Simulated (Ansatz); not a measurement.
Geometry optimisation, Ansatz, RKS B3LYP-D4/def2-SVP.

The input (input.yaml):

```yaml
crystal:
  periodic: [false, false, false]
  atoms:
    - { symbol: B, position_ang: [0.0823, -0.372896, 0.028521] }
    - { symbol: Cl, position_ang: [-0.007746, -0.700523, 1.826115] }
    - { symbol: Cl, position_ang: [1.651256, -0.255887, -0.755725] }
    - { symbol: O, position_ang: [-1.035908, -0.279488, -0.698253] }
    - { symbol: H, position_ang: [-1.843342, -0.397884, -0.178576] }
    - { symbol: H, position_ang: [0.281753, 1.970366, 0.507134] }
    - { symbol: H, position_ang: [0.131387, 1.794412, 1.185584] }
basis:
  gaussian: { orbitals: def2-SVP }
hamiltonian:
  xc: b3lyp
  dispersion: d4
relax:
  f_tol: 0.03
  max_steps: 50
```

Run as:

```bash
$ ansatz run input.yaml --threads 1 --pin off --max-ram 2048MiB --backend cpu --events-out ev --progress --plain --runs-dir out
```

Q: Where does it end, and by what steps?

A: The forces met the threshold. After 6 steps the energy has fallen by 0.199 eV; H6 moved furthest, 0.52 Å.

| step | energy less start (eV) | largest force component (eV/Å) | accepted |
| --- | --- | --- | --- |
| 0 | 0.0000 | 1.575 | yes |
| 1 | -0.1439 | 0.628 | yes |
| 2 | -0.1832 | 0.467 | yes |
| 3 | -0.1925 | 0.380 | yes |
| 4 | -0.1861 | 0.321 | no |
| 5 | -0.1974 | 0.211 | yes |
| 6 | -0.1992 | 0.029 | yes |

```xyz
7
Properties=species:S:1:pos:R:3
B 0.072 -0.601 0.009
Cl -0.008 -0.995 1.740
Cl 1.634 -0.474 -0.789
O -1.038 -0.401 -0.714
H -1.858 -0.482 -0.209
H 0.304 2.485 0.590
H 0.153 2.226 1.289
```

Run time: 18 s on 1 thread of Arm Neoverse V2, on a shared host, peak memory 0.15 GiB.
